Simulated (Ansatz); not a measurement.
Zn7Se6I2, relaxed as a singlet with RKS r2SCAN-D4/def2-SVP in Ansatz, starting from the GFN1-xTB geometry. Force threshold 0.03 eV/Å.

In the def2 sets I takes a core potential; there is no spin–orbit coupling. Single mean-field runs in def2-SVP are fitted with def2-universal-jkfit. Another isomer (singlet) lies 3.66 eV lower at PBE0-D4/def2-TZVP; other spin states weren't run for this one.

Start:

```tsv
atom	x (Å)	y (Å)	z (Å)
Zn1	-1.630	0.242	0.636
Zn2	0.634	2.722	1.961
Zn3	2.175	0.050	2.196
Zn4	-1.352	-3.693	0.422
Zn5	-0.691	-2.816	-1.842
Zn6	0.040	2.332	-1.723
Zn7	3.170	-1.402	0.506
Se8	-3.306	-1.260	-0.045
Se9	-1.153	2.707	0.460
Se10	0.628	0.170	-0.768
Se11	2.425	2.141	3.210
Se12	1.566	-1.821	-1.688
Se13	-2.678	-1.541	-2.243
I14	-0.126	-1.505	2.720
I15	0.298	3.674	-3.801
```

| step | energy (eV) | largest force component (eV/Å) | SCF passes |
| --- | --- | --- | --- |
| 1 | -747160.1759 | 0.832 | 21 |
| 2 | -747160.7554 | 0.421 | 26 |
| 3 | -747161.0176 | 0.293 | 27 |
| 4 | -747161.1927 | 0.167 | 26 |
| 5 | -747161.2817 | 0.120 | 22 |
| 6 | -747161.3337 | 0.182 | 22 |
| 7 | -747161.4003 | 0.176 | 22 |
| 8 | -747161.4816 | 0.200 | 21 |
| 9 | -747161.5771 | 0.248 | 22 |
| 10 | -747161.7030 | 0.239 | 21 |
| 11 | -747161.8139 | 0.173 | 21 |
| 13 | -747161.8843 | 0.130 | 21 |
| 15 | -747161.8970 | 0.039 | 21 |
| 17 | -747161.9116 | 0.057 | 20 |
| 19 | -747161.9417 | 0.139 | 21 |
| 21 | -747162.0884 | 0.300 | 22 |
| 23 | -747162.2386 | 0.123 | 22 |
| 25 | -747162.2859 | 0.122 | 21 |
| 27 | -747162.2966 | 0.045 | 20 |
| 29 (rejected) | -747162.2975 | 0.072 | 21 |
| 31 | -747162.3003 | 0.007 | 20 |

Force components are those of the run's own axes.

End:

```csv
atom,x (Å),y (Å),z (Å)
Zn1,-1.9624,0.4230,1.1257
Zn2,0.9954,1.6462,1.4584
Zn3,2.4691,-0.6459,2.2288
Zn4,-0.7417,-2.1097,0.7253
Zn5,0.0903,-1.6213,-1.5290
Zn6,-0.7594,1.4678,-1.8449
Zn7,1.7765,-1.9197,0.3979
Se8,-3.0333,-1.2994,-0.1875
Se9,-1.0380,2.4685,0.4480
Se10,1.5058,0.6611,-0.9617
Se11,2.3759,1.4147,3.2766
Se12,2.4638,-1.3293,-2.0027
Se13,-2.0351,-0.7112,-2.3022
I14,-1.2953,-1.0834,3.2109
I15,-0.8115,2.6385,-4.0435
```

Bonds lost: Zn1–Se10, Zn3–I14 (atoms count from 1). Bonds formed: Zn2–Se10, Zn4–Zn7, Zn4–Se8, Zn4–I14, Zn5–Se10, Zn6–Se13 (atoms count from 1). Metal–metal contacts that move far: Zn5–Zn7 4.73 to 2.58 Å.

The force fell under the threshold at step 30, but the optimiser went on. No frequencies were taken in this run, so the end may be a saddle point.

Hardware: 2 threads of AMD EPYC 7R13 on a shared host and a share (18 GiB) of an NVIDIA H100 80GB HBM3. Wall time 4.4 min, peak host memory 1.1 GiB.
